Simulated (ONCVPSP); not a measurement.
Before and after: ONCV potential for Au (Z = 79)

Au, optimised norm-conserving Vanderbilt (ONCV), made with ONCVPSP 4.0.1 (PBEsol, scalar-relativistic). Core [Kr] 4d10 4f14, reference 5s2 5p6 5d10 6s1. Waves: 5s+6s: rc 1.25 bohr, ncon 4, nbas 8, qcut 8.4 1/bohr, 2 projectors; 5p: rc 1.60 bohr, ncon 4, nbas 9, qcut 9.2 1/bohr, 2 projectors, debl 0.8 Ha; 5d: rc 1.50 bohr, ncon 4, nbas 8, qcut 6.2 1/bohr, 2 projectors, debl 3.7 Ha. Local part: polynomial inside 1.20 bohr (lpopt 4, dvloc0 0 Ha). Core correction: Teter function, fcfact 2.75, rcfact 1.05.

In the p channel the program set the typed energies aside and used -2.198, 0.250 Ha.

Change: d: qcut 9.2.

Cutoffs: the cutoffs (Ha) at which the residual kinetic energy of the hardest occupied pseudo-wave falls to 1 and 0.1 mHa per electron; they do not see the model core or the augmentation charge, which bear on the density cutoff. Errors are all-electron minus pseudo energies relative to the spin-unpolarised reference configuration.

Q: How do hardness, ghosts and transferability respond?

A: The potential gets neither clearly harder nor softer (32 Ha and 53 Ha → 32 Ha and 51 Ha); the errors of the 4 common tests hardly move; neither file shows a bound ghost.

| quantity | base | changed |
| --- | --- | --- |
| cutoff, loose | 32 Ha | 32 Ha |
| cutoff, tight | 53 Ha | 51 Ha |
| loose cutoff by channel | s 32 Ha, p 26 Ha, d 20 Ha | s 32 Ha, p 26 Ha, d 20 Ha |
| bound ghosts | none | none |
| GHOST(+) flags under 300 eV | none | none |
| error for 5s2 5p6 5d10 6s0, meV [ΔE 9.44 eV] | -3.6 | -3.6 |
| error for 5s2 5p6 5d9 6s0, meV [ΔE 30.68 eV] | -6.4 | -6.5 |
| error for 5s2 5p6 5d8 6s0, meV [ΔE 64.59 eV] | -16 | -17 |
| error for 5s2 5p6 5d9 6s1, meV [ΔE 12.16 eV] | -1.1 | -1.2 |
| s: phases at 1.27 bohr within 0.05 rad from the reference energy up to (Ha; the scan ends near 5) | to the end of the scan | to the end of the scan |
| p: phases at 1.62 bohr within 0.05 rad from the reference energy up to (Ha; the scan ends near 5) | to the end of the scan | to the end of the scan |
| d: phases at 1.52 bohr within 0.05 rad from the reference energy up to (Ha; the scan ends near 5) | to the end of the scan | to the end of the scan |
| rms error of d²Exc/dni dnj with the model core, mHa | 3.70 | 3.69 |
